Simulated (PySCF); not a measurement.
Molecule: SMILES BC(C)(C)CC, C₅H₁₃B.

Atom-mapped SMILES (the numbers label the heavy atoms): `[BH2:1][C:2]([CH3:3])([CH3:4])[CH2:5][CH3:6]`. Each H is labelled by its parent atom.

Geometry PBE0-D3(BJ)/def2-SVP throughout; GIAO in PySCF, gas phase, one conformer, non-relativistic; equivalent atoms averaged; functional PBE0.

Task: How do the absolute shieldings σ depend on the basis set? (ppm; last column core-seconds on 1 thread of an Arm Neoverse V1, shared host)

Result: 
```tsv
basis set	functions	B1	C2	C5	C3/C4	C6	H(B1)	H(C5)	H(C6)	H(C3)/H(C4)	core-s
STO-3G	43	44.1	200.5	204.1	212.2	216.6	25.69	31.71	31.73	31.89	5.1
6-31G	80	36.3	164.1	166.3	176.9	187.7	24.32	31.05	31.32	31.51	9.9
pcSseg-0	80	18.8	159.2	159.9	169.3	180.9	24.53	31.65	31.66	31.82	7.2
6-31G*	110	35.2	161.3	162.0	172.6	182.9	24.36	30.50	30.82	31.03	14
def2-SVP	149	31.3	161.4	161.0	171.8	183.3	23.88	30.16	30.34	30.55	19
cc-pVDZ	149	33.4	160.0	161.7	173.9	185.2	23.78	29.99	30.24	30.44	17
pcSseg-1	167	18.1	149.5	150.3	162.7	173.3	24.02	30.05	30.16	30.42	19
6-311+G(2d,p)	240	22.3	150.4	152.6	165.6	176.2	24.19	30.21	30.47	30.70	39
aug-cc-pVDZ	255	30.8	158.8	161.1	174.4	184.6	23.91	30.03	30.28	30.52	37
def2-TZVP	264	21.3	150.4	151.8	165.0	175.8	24.13	30.16	30.43	30.66	46
```

Task: Which nucleus moves most, in ppm?

Result: C5 (sp3 CH2): from 150.3 ppm with pcSseg-1 to 204.1 ppm with STO-3G. The smallest spread is 1.46 ppm, at H(C3)/H(C4). Proton shifts span only some 12 ppm, so a few tenths of a ppm matter as much there as several ppm in carbon.

Task: Taking the largest basis, def2-TZVP (264 functions), as the yardstick, rank the others by their worst heavy-atom deviation.

Result: 6-311+G(2d,p) 1.0 ppm (240 functions), pcSseg-1 3.3 ppm (167 functions), pcSseg-0 8.9 ppm (80 functions), aug-cc-pVDZ 9.5 ppm (255 functions), def2-SVP 11.1 ppm (149 functions), cc-pVDZ 12.0 ppm (149 functions), 6-31G* 13.8 ppm (110 functions), 6-31G 15.0 ppm (80 functions), STO-3G 52.3 ppm (43 functions).

A small basis that lands close on one nucleus may do so by chance; judge by the trend and by all nuclei.
